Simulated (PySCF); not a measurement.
# Polarisability and C₆ of Sr²⁺ (strontium, charge +2)

[Kr], closed-shell 1S. Computed with PySCF 2.14 in aug-cc-pwCVTZ-X2C with one added diffuse shell each of s, p, d, f type (11s10p8d4f, 109 functions), with the spin-free X2C one-electron Hamiltonian (Gaussian nucleus). Coupled (time-dependent) response in atomic units; α is the mean over directions.

```tsv
method	mean α (bohr³)	C₆ (like pair)	S(−4)
UHF	5.794	28.16	4.935
PBE	5.944	29.03	5.343
PBE0	5.871	28.59	5.153
```

S(−4) is the Cauchy moment in α(ω) = α(0) + S(−4) ω² + …

α(iu) at PBE0:

```csv
u (hartree),α(iu) (bohr³)
0,5.871
0.0500,5.858
0.100,5.820
0.200,5.673
0.300,5.444
0.500,4.829
0.750,3.973
1.00,3.200
1.50,2.082
2.00,1.416
3.00,0.7556
5.00,0.3163
```

A single London oscillator, α(iu) = α/(1 + u²/ω²), gives C₆ = (3/4) ω α². Matching the computed C₆ needs ω = 4 × 28.59 / (3 × 5.871²) = 1.11 hartree.

For an ion, C₆ is the dispersion term alone; charge-induced terms of lower order in 1/R come first.
